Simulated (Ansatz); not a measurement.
Isolated molecules relaxed with PBE0-D4/def2-TZVP in Ansatz; ΔE leaves out vibrations. CCSD(T)/CBS is the MP2 limit (def2-TZVPP, def2-QZVPP) plus CCSD(T) − MP2 in def2-TZVPP, frozen cores. This one scheme is used for every species, atoms too. Open shells (•) are unrestricted, without spin–orbit coupling. Spin–orbit coupling would lower the free atoms: a little for C, Si; clearly for Ge. For Ge outer-core shells are correlated without core-valence functions, so the limit isn't a true one: a few kJ/mol of doubt a bond, and 10 to 20 or more in all where bonds break to atoms. Scalar relativity is left out up to krypton.

Reaction (atomization): `C1[CH2][GeH2][SiH2]1` → 2 C• + Ge• + 8 H• + Si•

```
               species  CCSD(T)/CBS(def2) energy (Eh)
`C1[CH2][GeH2][SiH2]1`                    -2446.08946
                    C•                      -37.79194
                   Ge•                    -2076.01830
                    H•                       -0.50000
                   Si•                     -288.94402
```

**Question.** Work out ΔE.

**Answer.** ΔE = 8 × (-0.50000) + 2 × (-37.79194) + (-2076.01830) + (-288.94402) − (-2446.08946) = 1.54326 Eh = +4051.8 kJ/mol.

Largest T1 diagnostic among the species: 0.012.

In def2-TZVPP, CCSD(T) changes the Hartree–Fock value by +949.0 kJ/mol (the triples alone add +48.9 kJ/mol) and MP2 by +953.1 kJ/mol; breaking electron pairs costs correlation energy, which Hartree–Fock lacks. The D4 term adds +43.9 kJ/mol with B3LYP and +22.8 kJ/mol with PBE0; it sums over pairs of atoms, weighted by their polarisabilities, and B3LYP, whose exchange is more repulsive, gets the larger term.

B3LYP here is the variant with VWN-RPA as its local correlation; programs differ in this.

For atomizations the MP2-based limit and the directly extrapolated one differ by several kJ/mol either way, and by 10 to 25 for some Ge, Se and Sn compounds, so smaller differences from it don't rank the levels.
